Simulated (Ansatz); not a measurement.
`[NH2][Al]([OH])[F]` + `C[O][GeH]([Cl])[SeH]` → `[OH][Al]([F])[SeH]` + `C[O][GeH]([NH2])[Cl]`  (redistribution)

Isolated molecules relaxed with PBE0-D4/def2-TZVP in Ansatz; ΔE leaves out vibrations. CCSD(T)/CBS adds triple-zeta CCSD(T) − MP2 to the extrapolated MP2 energy (def2 sets, frozen cores). Functionals use def2-TZVPP. B3LYP here is the variant with VWN-RPA as its local correlation; programs differ in this. For Ge, Se outer-core shells are correlated without core-valence functions, which leaves a few kJ/mol of doubt a bond. Scalar relativity is left out up to krypton. Each species was taken in one conformer, which may not be the lowest.

CCSD(T)/CBS gives +0.19 eV.

Task: Another level gave +0.23 eV. Which?
A. CCSD(T)/def2-TZVPP
B. B3LYP/def2-TZVPP
C. HF/def2-TZVPP
D. B3LYP-D4/def2-TZVPP

Result: B. B3LYP 0.23, CCSD(T)/def2-TZVPP 0.17, HF/def2-TZVPP 0.11, B3LYP-D4 0.28 eV.

Largest T1 diagnostic among the species: 0.012.

The D4 term adds +0.04 eV with B3LYP and +0.02 eV with PBE0; it sums over pairs of atoms, weighted by their polarisabilities, and B3LYP, whose exchange is more repulsive, gets the larger term. In def2-TZVPP, CCSD(T) changes the Hartree–Fock value by +0.06 eV (the triples alone add +0.01 eV) and MP2 by +0.09 eV.
